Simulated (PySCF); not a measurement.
PySCF 2.14 output of an unrestricted PBE0 calculation on a single atom or ion in def2-TZVP (6s4p4d1f, 45 functions), with no relativity, point nucleus:

```
SCF conv_tol = 1e-09
number electrons alpha = 12  beta = 10
    C. Adamo and V. Barone.,  J. Chem. Phys. 110, 6158 (1999)
    M. Ernzerhof and G. E. Scuseria.,  J. Chem. Phys. 110, 5029 (1999)
cycle= 1 E= -849.143004661154  delta_E= -0.00605  |g|= 0.00879  |ddm|= 0.272
cycle= 2 E= -849.143151397303  delta_E= -0.000147  |g|= 0.00629  |ddm|= 0.0451
cycle= 3 E= -849.143165443244  delta_E= -1.4e-05  |g|= 0.00111  |ddm|= 0.0132
cycle= 4 E= -849.143167247621  delta_E= -1.8e-06  |g|= 7.54e-05  |ddm|= 0.00633
cycle= 5 E= -849.143167256251  delta_E= -8.63e-09  |g|= 9.99e-06  |ddm|= 0.000552
cycle= 6 E= -849.143167256343  delta_E= -9.21e-11  |g|= 8.48e-07  |ddm|= 6.36e-05
converged SCF energy = -849.143167256343  <S^2> = 2.0029101  2S+1 = 3.0019394
```

The run itself started from symmetry-adapted Hartree-Fock orbitals and held the occupation by maximum overlap, on a logarithmic radial grid, so the iterations belong to that start.

**Question.** Which element, charge and spin multiplicity is this?

**Answer.** Ti (titanium, neutral), multiplicity 3; the state was [Ar] 3d2 4s2, high-spin 3F determinant.
